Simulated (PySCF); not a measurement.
# Distorted geometries of Lu(NH2)3

Lu(NH2)3 (singlet in the valence; each metal's 4f electrons, 14 of them, lie in its core potential, out of spins and levels). PySCF 2.14.0, RKS TPSS, Lu lcecp-1-SVP with ECP60, N def2-SVP, H def2-SVP; non-relativistic Hamiltonian with scalar-relativistic core potentials where named; density fitting; no spin-orbit coupling. Relaxed geometry:

```xyz
10

Lu    0.0019    0.0014   -0.0154
N     2.1255    0.0039    0.2232
H     2.7394   -0.8127    0.3325
H     2.7533    0.8168    0.2572
N    -1.0550    1.8478   -0.2227
H    -0.6671    2.7990   -0.2220
H    -2.0680    1.9747   -0.3395
N    -1.0682   -1.8489   -0.0093
H    -0.6794   -2.7945    0.0985
H    -2.0824   -1.9874   -0.1026
```

Problem. Order these distorted geometries by energy above the relaxed one, lowest first.
A.
```xyz
10

Lu   -0.0166   -0.0129   -0.3690
N     2.0724    0.1726    0.3061
H     2.4848   -1.0614    0.3578
H     2.5276    0.7693    0.4238
N    -1.0815    2.1065   -0.0187
H    -0.6005    2.8000   -0.3997
H    -1.7616    1.7610   -0.3858
N    -1.0192   -1.9077    0.0207
H    -0.5469   -2.7917    0.2716
H    -2.0584   -1.8355   -0.2067
```
B.
```xyz
10

Lu    0.0352    0.0232    0.0131
N     2.1587    0.0003    0.1887
H     2.7915   -0.7913    0.3394
H     2.7200    0.8542    0.2517
N    -1.0611    1.8527   -0.2168
H    -0.7045    2.7748   -0.2462
H    -2.1187    1.9242   -0.3326
N    -1.0899   -1.8779    0.0191
H    -0.6390   -2.8251    0.1000
H    -2.0922   -1.9351   -0.1163
```
C.
```xyz
10

Lu   -0.1231    0.2624   -0.0619
N     2.1994    0.0652    0.2342
H     2.8859   -0.6839    0.2677
H     2.5362    0.6646    0.0573
N    -0.7652    1.7997    0.1028
H    -0.7400    2.7620   -0.3071
H    -2.0373    2.0522   -0.0674
N    -1.2866   -1.9062   -0.1207
H    -0.7416   -3.1534    0.0532
H    -1.9276   -1.8627   -0.1581
```

Solution. B (0.16 eV), A (6.66 eV), C (19.58 eV).

Problem. Which forces (eV/Å) act in the one that lies 0.16 eV up?

Solution. 
```
Lu  -0.75 -0.87 -0.05
N   -0.31  0.03  0.08
H    0.14  0.03 -0.02
H    0.27  0.04 -0.01
N   -1.77 -1.78 -0.06
H    0.48  1.73 -0.07
H    1.45  0.01  0.15
N    1.85  0.57  0.13
H   -0.89  0.78 -0.12
H   -0.47 -0.54 -0.03
```
Forces carry noise of the integration grid, about 0.01 to 0.03 eV/Å.

No frequency check is given that shows the relaxed geometry to be a minimum. An lcecp potential fixes the number of 4f electrons, so in runs with it no electron can move into or out of that shell.
